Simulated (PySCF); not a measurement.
BrFGaH2N, SMILES [NH2][Ga]([F])[Br].

Geometry: B3LYP-D3(BJ)/def2-SVP. The structure was generated by enumeration; whether it is a known compound was not checked. One conformer was computed; it need not be the lowest.

Two levels are set side by side: PBE/def2-TZVP (PySCF) and B3LYP/def2-TZVP (PySCF). Same geometry, gas phase. Differences are taken from unrounded values.

| quantity | B3LYP | PBE | PBE minus B3LYP |
|---|---|---|---|
| orbital gap (eV) | 6.20 | 4.44 | -1.76 |
| highest occupied level (eV) | -7.83 | -6.65 | 1.18 |
| lowest empty level (eV) | -1.62 | -2.21 | -0.59 |
| dipole moment (D) | 2.87 | 2.84 | -0.02 |
| mean polarisability (bohr³) | 51.9 | 54.1 | 2.2 |

PBE's occupied levels lie high since its potential decays too fast outside the molecule; exact exchange lowers them and widens the gap. Loosely held outer electrons make PBE densities more polarisable. Differences between two approximate levels are no errors against the true value.

Rough cost on one machine, each run with all the roots and properties that it gave: B3LYP against PBE within a factor of 2.
